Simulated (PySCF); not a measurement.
Job file and geometry (Å, from GFN2-xTB) of an NMR shielding run on `C[C@@H]1N[SiH2]N[C@@H]1C(F)(F)F`, C$_{4}$H$_{9}$F$_{3}$N$_{2}$Si, PySCF 2.14.0, density-fitted response routines, GIAO PBE0/pcSseg-1 NMR shielding, non-relativistic, gas phase; density fitting, a coarse starting grid and PySCF grid level 2 are the driver's defaults:

```
$ OMP_NUM_THREADS=1 python probes_run.py task.json out

{"job": {"kind": "nmr", "xc": "PBE0", "basis": "pcSseg-1"}, "charge": 0, "multiplicity": 1}
C      1.468168    -1.309682     0.651997
C      0.949933    -0.217057    -0.276717
N      0.988235     1.080968     0.359431
Si    -0.215589     2.157971    -0.220900
N     -0.945163     0.901259    -1.162839
C     -0.511005    -0.394493    -0.731810
C     -1.436145    -0.928797     0.369316
F     -2.725499    -0.811310    -0.009678
F     -1.254995    -2.236000     0.624711
F     -1.335915    -0.289085     1.537422
H      0.960934    -1.272237     1.611971
H      2.531753    -1.161019     0.824361
H      1.323331    -2.291454     0.208471
H      1.558531    -0.221310    -1.196706
H      1.897828     1.348375     0.691563
H      0.175139     3.179204    -1.192155
H     -0.959373     2.671873     0.926313
H     -1.901676     0.930732    -1.474818
H     -0.578297    -1.128688    -1.547394
```

Question: Write the output of this run.

Answer: 
```
coarse grid: 16936 points
cycle   1  E = -855.3941204879  dE =  1.603e+00  |g| = 9.787e-01  |ddm| = 3.960e+00
cycle   2  E = -855.2373017470  dE =  1.568e-01  |g| = 1.412e+00  |ddm| = 1.425e+00
cycle   3  E = -855.5649746292  dE = -3.277e-01  |g| = 6.882e-02  |ddm| = 8.630e-01
cycle   4  E = -855.5656453509  dE = -6.707e-04  |g| = 3.906e-02  |ddm| = 8.197e-02
cycle   5  E = -855.5659807556  dE = -3.354e-04  |g| = 5.893e-03  |ddm| = 3.463e-02
cycle   6  E = -855.5659868806  dE = -6.125e-06  |g| = 2.329e-03  |ddm| = 6.676e-03
final grid: 161904 points
cycle   7  E = -855.6410899585  dE = -6.318e-05  |g| = 1.082e-02  |ddm| = 3.845e-02
cycle   8  E = -855.6410676670  dE =  2.229e-05  |g| = 1.522e-02  |ddm| = 2.325e-02
cycle   9  E = -855.6411156701  dE = -4.800e-05  |g| = 8.825e-04  |ddm| = 1.351e-02
cycle  10  E = -855.6411157997  dE = -1.295e-07  |g| = 3.236e-04  |ddm| = 9.095e-04
cycle  11  E = -855.6411158202  dE = -2.053e-08  |g| = 7.476e-05  |ddm| = 2.979e-04
cycle  12  E = -855.6411158211  dE = -9.629e-10  |g| = 2.593e-05  |ddm| = 7.612e-05
converged SCF energy = -855.6411158211

GIAO shielding tensors (ppm)
atom      isotropic    diamagn.    paramagn.     s11        s22        s33       span
  0 C      164.787     246.532     -81.745    151.330    159.557    183.474     32.143
  1 C      132.469     243.744    -111.275    116.404    129.754    151.247     34.843
  2 N      232.879     322.915     -90.036    181.214    231.621    285.801    104.587
  3 Si     373.757     880.352    -506.595    347.603    362.632    411.034     63.431
  4 N      242.455     323.518     -81.063    192.508    238.850    296.007    103.499
  5 C      123.583     248.863    -125.280    111.878    123.088    135.783     23.905
  6 C       51.123     244.204    -193.081     44.632     51.285     57.451     12.819
  7 F      257.379     473.110    -215.731    170.232    250.748    351.156    180.925
  8 F      254.114     473.921    -219.807    168.380    262.587    331.375    162.995
  9 F      266.454     475.971    -209.517    189.393    268.254    341.714    152.321
 10 H       30.156      30.107       0.049     25.828     30.792     33.848      8.020
 11 H       30.343      29.086       1.257     25.735     27.868     37.426     11.691
 12 H       30.247      29.603       0.644     25.238     28.585     36.917     11.680
 13 H       27.735      31.049      -3.315     23.515     25.324     34.365     10.849
 14 H       31.852      32.872      -1.020     22.907     29.065     43.585     20.679
 15 H       26.402      28.791      -2.389     22.564     23.315     33.327     10.763
 16 H       26.374      29.381      -3.007     22.388     24.327     32.407     10.019
 17 H       30.995      32.507      -1.512     22.134     27.955     42.896     20.762
 18 H       28.170      31.015      -2.845     24.433     27.045     33.033      8.600
```

Question: Turn these shieldings into chemical shifts. Referencing at the same level of theory: ¹³C (186.93 ppm), ²⁹Si (349.16 ppm), ¹H (31.72 ppm) vs TMS; ¹⁵N (267.73 ppm) vs NH3; ¹⁹F (170.95 ppm) vs CFCl3.

Answer: Averaging equivalent atoms: C 6: 135.8; C 5: 63.3; C 1: 54.5; C 0: 22.1; N 2: 34.8; N 4: 25.3; Si 3: -24.6; F 7/8/9: -88.4; H 16: 5.34; H 15: 5.31; H 13: 3.98; H 18: 3.55; H 10/11/12: 1.47; H 17: 0.72; H 14: -0.14 ppm. Unscaled 19F shifts against computed CFCl3 carry errors that often reach 10 to 50 ppm. Experimental scales use liquid or dissolved standards, which lie at an offset from isolated NH3 (liquid NH3: subtract about 20 ppm).

Size and cost of the density-fitted run: 222 basis functions, 43 s wall time on 1 thread of an Intel Xeon, shared host; peak memory 1.1 GiB.
